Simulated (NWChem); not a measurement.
System: C₃H₅Cl; SMILES C/C=C\Cl

Here is an NWChem input.

```
start job
memory heap 200 mb stack 900 mb global 1100 mb
geometry units angstroms noautosym nocenter noautoz
  C     -0.770975     1.752473     0.000000
  C      0.600445     1.158031     0.000000
  C      0.918478    -0.149364     0.000000
  Cl    -0.253063    -1.441284     0.000000
  H     -1.551129     0.967968     0.000000
  H     -0.923787     2.400693    -0.889293
  H     -0.923787     2.400693     0.889293
  H      1.460360     1.851033     0.000000
  H      1.956310    -0.513572     0.000000
end
basis spherical
  * library def2-svp
end
dft
  xc xpbe96 cpbe96
  iterations 150
end
cosmo
  do_cosmo_smd true
  solvent dioxane
end
task dft energy
```

Excerpt of the output:

```
             Northwest Computational Chemistry Package (NWChem) 7.3.0
             --------------------------------------------------------

                             Geometry "geometry" -> ""
                             -------------------------

 Output coordinates in angstroms (scale by  1.889725989 to convert to a.u.)

  No.       Tag          Charge          X              Y              Z
 ---- ---------------- ---------- -------------- -------------- --------------
    1 C                    6.0000    -0.77097500     1.75247300     0.00000000
    2 C                    6.0000     0.60044500     1.15803100     0.00000000
    3 C                    6.0000     0.91847800    -0.14936400     0.00000000
    4 Cl                  17.0000    -0.25306300    -1.44128400     0.00000000
    5 H                    1.0000    -1.55112900     0.96796800     0.00000000
    6 H                    1.0000    -0.92378700     2.40069300    -0.88929300
    7 H                    1.0000    -0.92378700     2.40069300     0.88929300
    8 H                    1.0000     1.46036000     1.85103300     0.00000000
    9 H                    1.0000     1.95631000    -0.51357200     0.00000000

 Effective nuclear repulsion energy (a.u.)     144.9848692086

  pbe96 is a nonlocal functional; adding pw91lda local functional.

                                 NWChem DFT Module
                                 -----------------

 Summary of "ao basis" -> "ao basis" (spherical)
 ------------------------------------------------------------------------------
       Tag                 Description            Shells   Functions and Types
 ---------------- ------------------------------  ------  ---------------------
 C                          def2-svp                 6       14   3s2p1d
 Cl                         def2-svp                 8       18   4s3p1d
 H                          def2-svp                 3        5   2s1p

 in cosmo_initialize ...
 calling solv_data for solv:dioxane

 solvent parameters
 solvname_short: dioxane
 solvname_long:  1,4-dioxane
 dielec:        2.2099
 dielecinf:     2.0232
 nonaqueous SMD model solvent descriptors
 dielec:        2.2099
 sola:          0.0000
 solb:          0.6400
 solc:          0.0000
 solg:         47.1400
 solh:          0.0000
 soln:          1.4224

          ---------------
          -cosmo- solvent
          ---------------
 Cosmo: York-Karplus, doi: 10.1021/jp992097l
 dielectric constant -eps-     =   2.21
 screen = (eps-1)/(eps    )    =   0.54749
 surface charge correction     = lagrangian

   van der Waals surface
 --------------------------

 ---------- ATOMIC COORDINATES (A.U.) ------------ VDWR(ANG.) --
     1   -1.45693149    3.31169377    0.00000000     1.850
     2    1.13467652    2.18836128    0.00000000     1.850
     3    1.73567175   -0.28225703    0.00000000     1.850
     4   -0.47821973   -2.72363183    0.00000000     2.380
     5   -2.93120878    1.82919429    0.00000000     1.200
     6   -1.74570430    4.53665195   -1.68052009     1.200
     7   -1.74570430    4.53665195    1.68052009     1.200
     8    2.75968024    3.49794517    0.00000000     1.200
     9    3.69688985   -0.97051036    0.00000000     1.200
 number of segments per atom =        128
 number of   points per atom =        128
 atom (   nspa,  nppa )
 ----------------------
    1 (     54,     0 )       0
    2 (     48,     0 )       0
    3 (     32,     0 )       0
    4 (     98,     0 )       0
    5 (     40,     0 )       0
    6 (     55,     0 )       0
    7 (     55,     0 )       0
    8 (     54,     0 )       0
    9 (     52,     0 )       0
 number of -cosmo- surface points =      488
 molecular surface =    119.685 angstrom**2
 molecular volume  =    102.086 angstrom**3
 -lineq- algorithm             =   0
 -bem- low  level              =   3
 -bem- from -octahedral-
 gaussian surface charge width =   4.50000
 degree of switching           =   1.00000
 switching function tolerance  =   0.00010
 atomic radii =
 --------------
    1  6.000  1.850
    2  6.000  1.850
    3  6.000  1.850
    4 17.000  2.380
    5  1.000  1.200
    6  1.000  1.200
    7  1.000  1.200
    8  1.000  1.200
    9  1.000  1.200
 ...... end of -cosmo- initialization ......

[...]

                                COSMO-SMD solvation results
                                ---------------------------

             internal energy in gas <Psi(g)|H|Psi(g)> =      -576.923925789994
         internal energy in solvent <Psi(s)|H|Psi(s)> =      -576.923773532600
                               delta internal energy  =         0.000152257394 (    0.10 kcal/mol)
   total free energy in solvent <Psi(s)|H+V/2|Psi(s)> =      -576.925870718465
 polarization energy contribution <Psi(s)|V/2|Psi(s)> =        -0.002097185864 (   -1.32 kcal/mol)
    total free energy in solvent including G(SMD-CDS) =      -576.926585854257
                       G(SMD-CDS) energy contribution =        -0.000715135792 (   -0.45 kcal/mol)
     1 M fixed-concentration free energy of solvation =        -0.002660064262 (   -1.67 kcal/mol)

                       DFT Final Molecular Orbital Analysis
                       ------------------------------------

 Vector   18  Occ=2.000000D+00  E=-3.117252D-01
              MO Center= -4.7D-03, -6.8D-01, -8.5D-09, r^2= 2.7D+00
   Bfn.  Coefficient  Atom+Function         Bfn.  Coefficient  Atom+Function
  ----- ------------  ---------------      ----- ------------  ---------------
    55      0.481751  4 Cl pz                52      0.378691  4 Cl pz
    34      0.270349  3 C  pz                49      0.220951  4 Cl pz
    37      0.193613  3 C  pz                 6     -0.146933  1 C  pz
    66      0.116970  6 H  s                 71     -0.116970  7 H  s
    20      0.098419  2 C  pz                67      0.063047  6 H  s

 Vector   19  Occ=2.000000D+00  E=-2.639933D-01
              MO Center= -1.0D-01, -1.2D+00,  1.2D-11, r^2= 1.8D+00
   Bfn.  Coefficient  Atom+Function         Bfn.  Coefficient  Atom+Function
  ----- ------------  ---------------      ----- ------------  ---------------
    53      0.479269  4 Cl px                54     -0.393106  4 Cl py
    50      0.362603  4 Cl px                51     -0.289244  4 Cl py
    47      0.209689  4 Cl px                48     -0.167941  4 Cl py
    81     -0.163436  9 H  s                 17      0.162306  2 C  s
    32     -0.108998  3 C  px                19     -0.106575  2 C  py

 Vector   20  Occ=2.000000D+00  E=-2.144899D-01
              MO Center=  3.2D-01,  8.9D-02, -3.0D-09, r^2= 3.0D+00
   Bfn.  Coefficient  Atom+Function         Bfn.  Coefficient  Atom+Function
  ----- ------------  ---------------      ----- ------------  ---------------
    55      0.414726  4 Cl pz                20     -0.365068  2 C  pz
    34     -0.336730  3 C  pz                52      0.283359  4 Cl pz
    23     -0.262956  2 C  pz                37     -0.213095  3 C  pz
    49      0.163908  4 Cl pz                66     -0.118476  6 H  s
    71      0.118476  7 H  s                  6      0.105191  1 C  pz

 Vector   21  Occ=0.000000D+00  E=-2.822512D-02
              MO Center=  6.0D-01,  5.3D-01,  1.7D-09, r^2= 2.6D+00
   Bfn.  Coefficient  Atom+Function         Bfn.  Coefficient  Atom+Function
  ----- ------------  ---------------      ----- ------------  ---------------
    23      0.600358  2 C  pz                37     -0.588811  3 C  pz
    20      0.454830  2 C  pz                34     -0.453134  3 C  pz
    55      0.240194  4 Cl pz                67      0.197245  6 H  s
    72     -0.197245  7 H  s                 66      0.126643  6 H  s
    71     -0.126643  7 H  s                 52      0.119898  4 Cl pz

 Vector   22  Occ=0.000000D+00  E= 2.508765D-02
              MO Center=  3.2D-01, -4.1D-01,  8.9D-10, r^2= 3.5D+00
   Bfn.  Coefficient  Atom+Function         Bfn.  Coefficient  Atom+Function
  ----- ------------  ---------------      ----- ------------  ---------------
    31     -0.907520  3 C  s                  3      0.834498  1 C  s
    54      0.618765  4 Cl py                46      0.561783  4 Cl s
    53      0.535562  4 Cl px                77     -0.472915  8 H  s
    36      0.411378  3 C  py                30     -0.355168  3 C  s
    33      0.343277  3 C  py                21      0.338424  2 C  px

 Vector   23  Occ=0.000000D+00  E= 5.232186D-02
              MO Center=  8.3D-01,  1.2D+00,  2.9D-08, r^2= 6.9D+00
   Bfn.  Coefficient  Atom+Function         Bfn.  Coefficient  Atom+Function
  ----- ------------  ---------------      ----- ------------  ---------------
     3      1.460932  1 C  s                 82     -1.086679  9 H  s
    77     -0.965751  8 H  s                 31      0.871473  3 C  s
    67     -0.829920  6 H  s                 72     -0.829921  7 H  s
    17      0.476336  2 C  s                 21      0.411934  2 C  px
    62     -0.299129  5 H  s                 36     -0.294608  3 C  py

     Multipole analysis of the density
     ---------------------------------

     L   x y z        total         alpha         beta         nuclear
     -   - - -        -----         -----         ----         -------
     0   0 0 0     -0.000000    -20.000000    -20.000000     40.000000

     1   1 0 0      0.249904     -0.067407     -0.067407      0.384718
     1   0 1 0      0.597699      1.081359      1.081359     -1.565020
     1   0 0 1      0.000000      0.000000      0.000000      0.000000

     2   2 0 0    -21.607982    -50.000872    -50.000872     78.393761
     2   1 1 0     -0.231964      4.875876      4.875876     -9.983716
     2   1 0 1     -0.000000     -0.000000     -0.000000      0.000000
     2   0 2 0    -22.148751   -150.479495   -150.479495    278.810239
     2   0 1 1      0.000000      0.000000      0.000000      0.000000
     2   0 0 2    -24.387315    -15.017805    -15.017805      5.648296
```

Level: PBE/def2-SVP, SMD on the gas-phase geometry. All runs use the structure optimised with PBE-D3(BJ)/def2-SVP. Solvent: 1,4-dioxane.
